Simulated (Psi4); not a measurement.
Psi4 input (wB97X-D/6-31G*):

```
memory 1500 MB

molecule {
-1 4
Si    0.00000000    0.00000000    0.00000000
symmetry c1
no_reorient
no_com
}

set {
  basis 6-31G*
  reference uks
  scf_type pk
  dft_radial_points 99
  dft_spherical_points 590
  e_convergence 1e-8
  d_convergence 1e-7
  maxiter 150
}

e = energy('wb97x-d')
print_out(f'\nFINAL {e:.10f} DIPOLE {variable("CURRENT DIPOLE")[0]:.6f} {variable("CURRENT DIPOLE")[1]:.6f} {variable("CURRENT DIPOLE")[2]:.6f}\n')
```

Task: Predict the final energy.

Result: -289.37861 Eh.
